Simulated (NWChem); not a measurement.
# Lowest excitation of C3H3 (+1)

```xyz
6

C      0.0000     0.0000     1.3389
C      0.0000     0.0000     0.1036
C      0.0000     0.0000    -1.2444
H      0.0000     0.0000     2.4262
H      0.9468     0.0000    -1.8075
H     -0.9468     0.0000    -1.8075
```
Charge +1, spin multiplicity 1.

Program: NWChem. The geometry was optimised at PBE0/def2-SVP, a minimum by its harmonic frequencies. It is one conformer; others weren't searched.

Basis set: def2-SVPD.

```
method    lowest vertical singlet excitation energy (eV)  relative cost  difference from EOM-CCSD
--------  ----------------------------------------------  -------------  ------------------------
CIS                                                 2.53              1                     +0.09
TD-PBE                                              2.15        under 3                     -0.30
TD-B3LYP                                            2.22        under 3                     -0.23
TD-PBE0                                             2.21        under 3                     -0.24
EOM-CCSD                                            2.45              4                      0.00
```

The values span 0.38 eV, from TD-PBE (lowest) to CIS (highest). The cost column gives rough processor time relative to CIS; each entry includes its own SCF.

The correlated methods keep 3 core orbitals frozen. B3LYP has NWChem's definition, with VWN1-RPA local correlation. The spin multiplicity of the parent species was assumed, not shown to be that of its ground state. The structure started from a generated list of species. Differences from the coupled-cluster row are differences between methods, not errors against experiment.
